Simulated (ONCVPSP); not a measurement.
# Configuration tests for Sb (Z = 51) (ONCV)

ONCVPSP 4.0.1 input, shortened (lines: element, Z, core and valence counts, functional; n l f; lmax; l rc ep ncon nbas qcut; lloc lpopt rc5 dvloc0; l nproj debl; icmod fcfact rcfact), PBE, scalar-relativistic:

```
  Sb 51.00    8    3        4      upf
    1    0    2.00
    2    0    2.00
    2    1    6.00
    3    0    2.00
    3    1    6.00
    3    2   10.00
    4    0    2.00
    4    1    6.00
    4    2   10.00
    5    0    1.75
    5    1    3.25
    2
    0    1.65    0.00    4    7    4.10
    1    2.40    0.00    3    8    3.00
    2    1.00    0.00    3    6   10.20
    4    5    0.90    4.00
    0    2    3.70
    1    3    1.10
    2    2    1.20
    1    0.20    0.00
```

In the d channel the program set the typed energies aside and used -1.245, 0.250 Ha.

Energies are relative to the spin-unpolarised reference configuration 4d10 5s1.75 5p3.25; without spin polarisation the order of configurations can differ from experiment.

| valence configuration | charge | ΔE all-electron (eV) | error AE − PS (meV) |
| --- | --- | --- | --- |
| 4d10 5s2 5p3 | 0 | -2.008 | +0.9 |
| 4d10 5s2 5p2 | +1 | 6.310 | -1.0 |

**Question.** What are ΔE and the potential's error for 4d9 5s2 5p4?

**Answer.** ΔE = 29.112 eV all-electron; the error (AE − PS) is -229 meV.

**Question.** What are ΔE and the potential's error for 4d10 5s2 5p1?

**Answer.** ΔE = 22.278 eV all-electron; the error (AE − PS) is -14 meV.

Levels in the configuration 4d10 5s2 5p1:

```tsv
level	all-electron (eV)	pseudo (eV)
4d	-51.858	-51.837
5s	-29.417	-29.440
5p	-20.082	-20.101
```

Note: ghosts flagged at negative energy: s at -121.8 eV; GHOST(+) flagged for p at 12.0 eV, s at 232.6 eV. A true bound ghost makes a file unfit for plane-wave use.
